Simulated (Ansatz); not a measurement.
# C4H6F2SeSi: where a starting geometry ends

The starting geometry of this gas-phase singlet was optimised with GFN2-xTB; its bonds are those of `F[SiH](F)[C@@H]1C=C[Se]C1`.

```xyz
14

C    -0.3703   -0.1308   -1.0416
C     0.8961   -0.8323   -0.6470
C     1.5842   -0.3219    0.3642
C    -0.2735    1.3140   -0.5477
F    -1.9426   -2.4980   -1.0302
F    -3.1990   -0.3449   -0.8822
Se    0.8606    1.2847    1.0709
Si   -1.8759   -1.0597   -0.3345
H    -1.9886   -1.2230    1.0918
H    -0.4644   -0.1262   -2.1348
H     1.1709   -1.7449   -1.1504
H     2.4813   -0.7254    0.7985
H     0.2382    1.9484   -1.2766
H    -1.2369    1.7607   -0.3074
```

**Question.** Predict what it relaxes into with B3LYP-D3(BJ)/def2-SVP.

**Answer.** It keeps its bonds, and is `F[SiH](F)[C@@H]1C=C[Se]C1`.

The energy falls by 0.12 eV over 15 steps:

```json
{"step": "1", "E − E(last) (eV)": "0.124"}
{"step": "3", "E − E(last) (eV)": "0.015"}
{"step": "4", "E − E(last) (eV)": "0.011"}
{"step": "6", "E − E(last) (eV)": "0.005"}
{"step": "7", "E − E(last) (eV)": "0.003"}
{"step": "9", "E − E(last) (eV)": "0.001"}
{"step": "10", "E − E(last) (eV)": "0.000"}
{"step": "12", "E − E(last) (eV)": "0.000"}
{"step": "13", "E − E(last) (eV)": "0.000"}
{"step": "15", "E − E(last) (eV)": "0.000"}
```

Final geometry (Å):

```xyz
14

C    -0.3625   -0.1324   -1.1100
C     0.8984   -0.8318   -0.6488
C     1.4803   -0.3210    0.4464
C    -0.2888    1.3324   -0.6512
F    -2.0572   -2.3971   -1.2183
F    -3.1509   -0.1590   -0.4574
Se    0.6505    1.2750    1.1025
Si   -1.8065   -1.0612   -0.3334
H    -1.6298   -1.4728    1.0705
H    -0.4942   -0.1912   -2.2045
H     1.2480   -1.7478   -1.1323
H     2.3428   -0.7370    0.9691
H     0.3218    1.9399   -1.3358
H    -1.2717    1.8047   -0.5238
```

The end wasn't checked by frequencies. Run with Ansatz 0.2.0, 58 s on 4 threads of Arm Neoverse V2 (shared host).
